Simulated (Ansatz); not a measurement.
HK, SMILES `[KH]`. The species carries charge 0 and has multiplicity 1. All single points use the PBE0-D4/def2-TZVP geometry.

```xyz
2

K     0.364    1.034   -0.279
H    -0.364   -1.034    0.279
```

Task: What is the dipole moment at B3LYP/def2-TZVPP? (An estimate is asked.)

Result: The calculation gave: 7.54 D, with components (2.43, 6.89, -1.86) D in this frame, pointing from negative to positive charge.

Task: And with PBE, r2SCAN, ωB97M-V? (An estimate is asked.)

Result: Ansatz gave: PBE 7.09 D, r2SCAN 7.98 D, ωB97M-V 8.13 D.

Task: Give the Mulliken charges with B3LYP, r2SCAN, ωB97M-V in def2-TZVPP. (Estimate.)

Result: Computed: 
```tsv
atom	B3LYP	r2SCAN	ωB97M-V
K1	0.36	0.39	0.37
H2	-0.36	-0.39	-0.37
```

B3LYP here is the variant with VWN-RPA as its local correlation; programs differ in this.
